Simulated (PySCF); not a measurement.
Ti(Me)(H)3 (CH6Ti), SMILES [CH3][TiH3], multiplicity 1. Heavy atoms are numbered as in [TiH3:1][CH3:2]. Hydrogens are named by the atom that carries them.

Coordinates come from a B3LYP-D3(BJ)/def2-TZVP optimisation. A frequency run showed that this geometry is not a minimum. The spin state was assumed, not searched. The structure was generated by enumeration; whether it is a known compound was not checked.

Computed with PBE/pcSseg-1 in PySCF.

GIAO shieldings, no solvent; atoms alike by connectivity are averaged. δ = σ(ref) − σ: ¹³C against TMS (σ = 182.0 ppm); ¹H against TMS (σ = 31.49 ppm), references at their B3LYP-D3(BJ)/def2-TZVP geometries, non-relativistic.

| nucleus | atoms | count | δ (ppm) |
|---|---|---|---|
| ¹³C | C2 (CH3) | 1 | 109.5 |
| ¹H | H on Ti1 | 3 | 11.23 |
| ¹H | H on C2 | 3 | 3.64 |
